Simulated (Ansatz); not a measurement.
One change: `[NH2][In]([F])[F]` becomes `[OH][In]([F])[F]`.

Ansatz, PBE0-D4/def2-TZVP geometries, multiplicity 1. Each molecule was computed in one conformer, which needn't be the lowest.

Elements past krypton have def2 core potentials.

| property | `[NH2][In]([F])[F]` |
| --- | --- |
| HOMO–LUMO gap (ωB97M-V/def2-TZVPP) / eV | 10.43 |
| size of the dipole moment (ωB97M-V/def2-TZVPP) / D | 3.78 |
| HOMO energy (ωB97M-V/def2-TZVPP) / eV | -10.77 |
| ideal-gas entropy at 298 K and 1 bar (rigid rotor, harmonic PBE0-D4/def2-TZVP) / J/(mol·K) | 336 |
| zero-point energy (PBE0-D4/def2-TZVP) / kJ/mol | 75.3 |
| size of the dipole moment (B3LYP/def2-TZVPP) / D | 3.87 |

(1) What does the change do to each property? (Estimate.)

Answers

(1) Ansatz gave: 
```json
{"property": "HOMO–LUMO gap (ωB97M-V/def2-TZVPP) / eV", "`[OH][In]([F])[F]`": "11.29", "shift": "0.86"}
{"property": "size of the dipole moment (ωB97M-V/def2-TZVPP) / D", "`[OH][In]([F])[F]`": "2.13", "shift": "-1.65"}
{"property": "HOMO energy (ωB97M-V/def2-TZVPP) / eV", "`[OH][In]([F])[F]`": "-12.15", "shift": "-1.38"}
{"property": "ideal-gas entropy at 298 K and 1 bar (rigid rotor, harmonic PBE0-D4/def2-TZVP) / J/(mol·K)", "`[OH][In]([F])[F]`": "332", "shift": "-4"}
{"property": "zero-point energy (PBE0-D4/def2-TZVP) / kJ/mol", "`[OH][In]([F])[F]`": "43.5", "shift": "-31.8"}
{"property": "size of the dipole moment (B3LYP/def2-TZVPP) / D", "`[OH][In]([F])[F]`": "2.19", "shift": "-1.68"}
```

With PBE0 the HOMO falls by 1.25 eV and the LUMO falls by 0.59 eV, so the gap widens by about 0.66 eV. PBE moves the HOMO by -0.95 eV and ωB97M-V by -1.38 eV. The zero-point energy changes by -31.8 kJ/mol with -3 modes. Dipoles are sizes alone; their direction can turn.

B3LYP here is the variant with VWN-RPA as its local correlation; programs differ in this.
